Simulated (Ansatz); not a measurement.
Ansatz (a first-principles code) input (CCSD(T)/cc-pCVTZ): A basis named .json is the Basis Set Exchange file of that set (core-valence sets with the plain set on hydrogen).

Ansatz 0.2 input:
```yaml
crystal:
  periodic: [false, false, false]
  atoms:
    - {symbol: H, position_ang: [0.00000000, 0.00000000, 0.00000000]}
basis:
  gaussian:
    orbitals: cc-pCVTZ.json
magnetization: {spin_polarized: true, initial_magnetization: 1}
correlation: {method: ccsd_t, frozen_orbitals: {H: 0}}
scf: {lower_state_search: full}
```

Output:

```
Functional definition: HF
integrals: 0.00 GiB planned
65 factors; integrals over basis functions are off by at most 1.6e-4 eV
mean field: 0.03 GiB planned
mean field evaluation 1: about -13.5529 eV, gradient 1.7e0 eV
mean field evaluation 2: about -13.5529 eV, gradient 1.7e0 eV
mean field evaluation 4: about -13.6007 eV, gradient 2.7e-3 eV
mean field evaluation 8: about -13.6005 eV, gradient 3.0e-11 eV
mean field evaluation 16: about -13.5529 eV, gradient 1.7e0 eV
mean field -13.60051782 eV, -0.4998098113 hartree, gradient 2.0e-7 eV, S^2 0.750000; 2 other end points of the search recorded, 0 dependent functions left out
reference -13.60051782 eV, -0.4998098113 hartree; 1, 0 occupied and 13, 14 virtual orbitals, 65 factors
second order 0.00000000 eV of doubles, -0.00000000 eV of singles
coupled cluster: 0.03 GiB planned
cycle   1  -0.00000000 eV  change  -9.8e-17 eV  update   1.2e-9
perturbative correction 0.00000000 eV, 0.0000000000 hartree
Total energy: -13.60051782 eV, -0.4998098113 hartree
```
